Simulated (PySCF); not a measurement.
BI₂, SMILES [B](I)I, multiplicity 2.

Geometry optimised at PBE0-D3(BJ)/def2-TZVP. The isomer is the one that the SMILES or the coordinates give; other isomers of the formula were not compared. The def2 effective core potentials stand for the cores of I; spin–orbit coupling is left out.

Method: PySCF 2.14.0 with TDA-PBE/def2-SVPD.

Vertical excitations. The molecule is in vacuum.

Computed lowest excited states:
```json
[
 {"state": "root 1", "energy (eV)": "1.52", "λ (nm)": "815", "f": "0.001", "main pairs": "α HOMO→LUMO 99 %"},
 {"state": "root 2", "energy (eV)": "3.41", "λ (nm)": "364", "f": "0.000", "main pairs": "α HOMO−1→LUMO 97 %"},
 {"state": "root 3", "energy (eV)": "3.50", "λ (nm)": "355", "f": "0.003", "main pairs": "α HOMO→LUMO+1 97 %"},
 {"state": "root 4", "energy (eV)": "3.57", "λ (nm)": "348", "f": "0.000", "main pairs": "α HOMO−2→LUMO 29 %, β HOMO→LUMO 68 %"},
 {"state": "root 5", "energy (eV)": "3.73", "λ (nm)": "332", "f": "0.011", "main pairs": "α HOMO−2→LUMO 44 %, β HOMO→LUMO 28 %, β HOMO−1→LUMO+1 26 %"},
 {"state": "root 6", "energy (eV)": "3.91", "λ (nm)": "317", "f": "0.000", "main pairs": "β HOMO−1→LUMO 88 %"},
 {"state": "root 7", "energy (eV)": "3.93", "λ (nm)": "316", "f": "0.000", "main pairs": "β HOMO→LUMO+1 86 %"},
 {"state": "root 8", "energy (eV)": "4.20", "λ (nm)": "295", "f": "0.002", "main pairs": "α HOMO−3→LUMO 58 %, β HOMO−2→LUMO 21 %, β HOMO−3→LUMO+1 21 %"},
 {"state": "root 9", "energy (eV)": "4.45", "λ (nm)": "279", "f": "0.001", "main pairs": "α HOMO−4→LUMO 50 %, β HOMO−3→LUMO 30 %, β HOMO−2→LUMO+1 19 %"},
 {"state": "root 10", "energy (eV)": "4.46", "λ (nm)": "278", "f": "0.001", "main pairs": "α HOMO→LUMO+2 62 %, β HOMO−1→LUMO+1 30 %"}
]
```
Unrestricted roots are not spin-pure.
